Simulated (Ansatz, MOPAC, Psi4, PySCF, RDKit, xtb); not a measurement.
Dimer: CH4O (SMILES CO) (first 6 atoms) with H2 (SMILES [H][H]); geometry from B3LYP-D3(BJ)/def2-TZVP, rigid monomers moved along the line of their centres of mass till O2···H7 is 2.29 Å.
(charge 0, multiplicity 1):
```tsv
atom	x (Å)	y (Å)	z (Å)
C	0.6856	0.3495	-0.3547
O	-0.6614	0.2028	0.0765
H	1.3729	-0.2815	0.2193
H	0.9563	1.3913	-0.1904
H	0.8022	0.1252	-1.4204
H	-0.9365	-0.7074	-0.0722
H	-0.2087	-0.1596	2.2957
H	0.0608	-0.3990	2.9490
```

```tsv
level	interaction energy (kcal/mol)	minus CCSD(T)/CBS(aug-cc-pVDZ, aug-cc-pVTZ)	cost
UFF	1.69	2.14	-
AM1	-0.79	-0.35	-
PM3	0.85	1.29	-
PM6	-0.26	0.19	-
GFN1-xTB	0.15	0.60	-
GFN2-xTB	-0.11	0.33	-
HF/STO-3G (no counterpoise)	-0.09	0.35	-
HF/3-21G (no counterpoise)	-1.99	-1.55	-
HF/6-31G*	0.98	1.42	-
HF/6-31G* (no counterpoise)	0.14	0.59	-
HF/aug-cc-pVDZ	0.96	1.41	-
HF/aug-cc-pVTZ	0.96	1.41	-
PBE/def2-TZVPPD	-0.34	0.11	×1
PBE-D3(BJ)/def2-TZVPPD	-0.80	-0.35	×1
PBE-D4/def2-TZVPPD	-0.75	-0.30	×1
BP86/6-31G* (no counterpoise)	-0.93	-0.49	-
r2SCAN/def2-TZVPPD	-0.23	0.21	×1
B3LYP/6-31G*	0.13	0.58	-
B3LYP/6-31G* (no counterpoise)	-1.23	-0.79	-
B3LYP/def2-TZVPPD	0.24	0.68	×1
B3LYP-D3(BJ)/def2-TZVPPD	-0.46	-0.02	×1
B3LYP-D4/def2-TZVPPD	-0.38	0.07	×1
PBE0/def2-TZVPPD	-0.23	0.21	×1
PBE0-D3(BJ)/def2-TZVPPD	-0.63	-0.19	×1
PBE0-D4/def2-TZVPPD	-0.59	-0.14	×1
M06-2X/6-31G* (no counterpoise)	-1.63	-1.19	-
wB97M-V/def2-TZVPPD	-0.39	0.06	×3
MP2/6-31G*	0.62	1.07	-
MP2/6-31G* (no counterpoise)	-0.88	-0.43	-
MP2/aug-cc-pVDZ	-0.03	0.42	-
MP2/aug-cc-pVTZ	-0.27	0.17	-
MP2/CBS(aug-cc-pVDZ, aug-cc-pVTZ)	-0.38	0.06	-
SCS-MP2/aug-cc-pVDZ	0.28	0.73	-
SCS-MP2/aug-cc-pVTZ	0.06	0.50	-
CCSD/aug-cc-pVDZ	0.11	0.56	-
CCSD/aug-cc-pVTZ	-0.14	0.31	-
CCSD(T)/aug-cc-pVDZ	-0.03	0.41	×4
CCSD(T)/aug-cc-pVTZ	-0.32	0.12	×300*
CCSD(T)/CBS(aug-cc-pVDZ, aug-cc-pVTZ)	-0.44	0.00	×300*
SAPT0/jun-cc-pV(D+d)Z	0.03	0.47	-
```

 The comparison column counts from a level with limits of its own.

The rows run from -1.99 (HF/3-21G (no counterpoise)) to 1.69 kcal/mol (UFF). In aug-cc-pVTZ the value moves HF 0.96, MP2 -0.27, CCSD -0.14, CCSD(T) -0.32, a shift of -1.28 from HF to CCSD(T). From aug-cc-pVDZ to aug-cc-pVTZ CCSD(T) changes by -0.29. The dispersion term adds -0.46 in PBE-D3(BJ), -0.41 in PBE-D4, -0.70 in B3LYP-D3(BJ). The 5 functionals in def2-TZVPPD without D3 or D4 span 0.63, from wB97M-V to B3LYP.

Interaction energies are E(AB) − E(A) − E(B) at the monomers' geometry in the complex; basis-set methods are counterpoise corrected. Rows marked so take none. RDKit's UFF carries no charges.

Frozen-core correlation. CBS(a, b) extrapolates the correlation energy as X⁻³ and adds the Hartree–Fock energy of set b. Rows in 3-21G, 6-31G*, STO-3G carry no dispersion term and start afresh at each structure (6-31G* with six Cartesian d functions). MP2/6-31G* freezes PySCF's default core. The state that AM1, PM3, PM6 reach isn't checked.

Programs: Ansatz (Gaussian orbitals); MOPAC for AM1, PM3, PM6 (differences of heats of formation); Psi4 for SAPT; PySCF for 3-21G rows, 6-31G* rows, STO-3G rows, the dispersion terms; RDKit for the force fields; xtb for the GFN methods. Values without a source in brackets are computed.

Costs are rough ratios of core time to PBE/def2-TZVPPD (about 3.0 s over the structures, on one shared machine); a dash marks a level with no comparable run of its own. A star marks coupled-cluster runs past 200 virtual orbitals, where the program's memory plan changes under this machine's limit, so their costs aren't comparable with smaller runs.

Ansatz is a first-principles code.
